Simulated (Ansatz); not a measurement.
`O[SiH]([SiH3])O[SiH3]` from Hartree–Fock to CCSD(T)

```xyz
13

O     0.046    0.878    2.330
Si    0.537    0.825    0.764
Si   -1.217    1.416   -0.688
O     1.078   -0.665    0.365
Si    0.907   -2.007   -0.552
H    -0.752    0.407    2.573
H     1.681    1.763    0.707
H    -2.398    0.540   -0.443
H    -1.628    2.828   -0.457
H    -0.812    1.265   -2.113
H    -0.292   -1.875   -1.424
H     0.740   -3.186    0.334
H     2.112   -2.187   -1.397
```

Total charge 0; spin multiplicity 1. The geometry is a stationary point of PBE0-D4/def2-TZVP. It is one conformer, not always the lowest. Frozen core, restricted reference, Ansatz 0.2.0. CBS rows extrapolate triple and quadruple zeta; past MP2 they add the triple-zeta difference.

```csv
basis,HF (Eh),MP2 corr.
def2-SVP,-1020.90912,-0.66535
def2-TZVPP,-1021.42846,-0.84787
def2-QZVPP,-1021.46424,-0.91531
cc-pV(D+d)Z,-1021.32754,-0.67013
cc-pV(T+d)Z,-1021.43607,-0.84921
cc-pV(Q+d)Z,-1021.46099,-0.91593
```

Task: Estimate the CCSD correlation energy and the (T) correction in each basis where they were run (hartree).

Result: 
```
      basis  CCSD corr.       (T)
   def2-SVP    -0.72981  -0.01635
 def2-TZVPP    -0.90665  -0.03093
  CBS(def2)    -1.02404     as TZ
cc-pV(D+d)Z    -0.73587  -0.01704
cc-pV(T+d)Z    -0.90716  -0.03110
    CBS(cc)    -1.02137     as TZ
```
